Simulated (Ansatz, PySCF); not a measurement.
Be(SMe)(GeH3) (CH6BeGeS), SMILES [Be]([S]C)[GeH3].

The structure is a stationary point at B3LYP-D3(BJ)/def2-SVP. The structure was generated by enumeration; whether it is a known compound was not checked. One conformer was computed; it need not be the lowest.

Vertical ionisation energy (IE) and electron affinity (EA) in eV. Rows of orbital energies are one-electron estimates. Where ΔSCF, EOM or ADC give a negative EA the extra electron is unbound and the value depends on the basis.

| level | IE | EA |
|---|---|---|
| −ε(HOMO), −ε(LUMO), ωB97X/def2-TZVP (PySCF) | 9.56 | -0.50 |
| −ε(HOMO), −ε(LUMO), PBE/def2-TZVP (PySCF) | 6.09 | 2.30 |
| ΔSCF, CAM-B3LYP/def2-SVPD (Ansatz), final states of multiplicity 2 and 2 | (withheld) | (withheld) |
| ΔSCF, PBE/def2-SVPD (Ansatz), final states of multiplicity 2 and 2 | 9.14 | 0.23 |

Problem. Fill in the missing entries. (The exact figures need the calculation; the answer reports its results.)

Solution. 
- ΔSCF, CAM-B3LYP/def2-SVPD (Ansatz, a program for electronic structure), final states of multiplicity 2 and 2, IE: 9.50
- ΔSCF, CAM-B3LYP/def2-SVPD (Ansatz), final states of multiplicity 2 and 2, EA: 0.04

Problem. What vertical singlet–triplet gap does ΔSCF give with CAM-B3LYP/def2-SVPD (Ansatz) and with PBE/def2-SVPD (Ansatz)? (The exact figures need the calculation; the answer reports its results.)

Solution. 4.26 and 3.79 eV (triplet above singlet where positive).
